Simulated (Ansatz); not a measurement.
`CB/C=C/Cl`, relaxed with RKS PBE0-D4/def2-TZVP in Ansatz 0.2.0 from a PBE-D4/def2-SVP geometry. The force threshold is 0.005 eV/Å; the program also tests the step.

Total charge 0; spin multiplicity 1.

Start:

```xyz
11

C    -0.110    1.425    0.713
B     0.845    0.204    0.459
C     0.490   -1.064   -0.363
C    -0.727   -1.217   -0.938
Cl   -1.211   -2.591   -1.872
H    -0.194    1.606    1.809
H     0.380    2.348    0.325
H    -1.133    1.374    0.288
H     1.966    0.256    0.946
H     1.222   -1.878   -0.506
H    -1.528   -0.463   -0.862
```

Task: How much energy does the relaxation release, and in how many steps? (An estimate is asked.)

Result: Computed: 5.12 kJ/mol, in 5 steps, 1 of them rejected.

Task: Which bonds change most? (Estimate.)

Result: Computed: B2–H9 from 1.224 to 1.202 Å; C3–C4 from 1.355 to 1.333 Å; C4–H11 from 1.103 to 1.083 Å; C1–H7 from 1.115 to 1.097 Å.

Task: Give the relaxed structure. (Best estimate.)

Result: Ansatz gave: 
```xyz
11

C    -0.108    1.415    0.704
B     0.843    0.204    0.451
C     0.485   -1.057   -0.363
C    -0.716   -1.199   -0.924
Cl   -1.201   -2.563   -1.843
H    -0.208    1.574    1.785
H     0.372    2.329    0.336
H    -1.110    1.361    0.274
H     1.945    0.256    0.928
H     1.202   -1.862   -0.500
H    -1.503   -0.458   -0.848
```
